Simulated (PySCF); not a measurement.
## Excitation energy of Ni by level of theory

Ni [Ar] 3d8 4s2 (3F) → Ni [Ar] 3d7 4s2 5s1 (5F), as a difference of total energies. All numbers are calculated (PySCF 2.14, scalar relativity by spin-free X2C-1e, in aug-cc-pVDZ-DK). Correlated levels: valence: [Ar] frozen. The calculations carry no spin-orbit coupling.

```tsv
method	excitation energy (cm⁻¹)
UHF	72919
PBE	93895
r2SCAN	93824
r2SCAN0	90554
revPBE	93325
BHandHLYP	87219
MP2 (valence)	89673
SCS-MP2 (valence)	88814
```

Problem. Estimate what LDA gives.

Solution. 96769 cm⁻¹, closest to PBE among the rows shown.

Problem. Estimate what PBE0 gives.

Solution. 90432 cm⁻¹, closest to r2SCAN0 among the rows shown.

A first-order spin-orbit estimate (lowest level to lowest level, LS coupling) adds -0.013 eV.

The upper state lies above the first ionisation limit, but in LS coupling its spin forbids autoionisation to the ground ion. A Rydberg-like electron needs more diffuse functions than a valence basis has.

The promoted electron is Rydberg-like, and one or two diffuse shells describe it only roughly, which tends to raise the upper state.
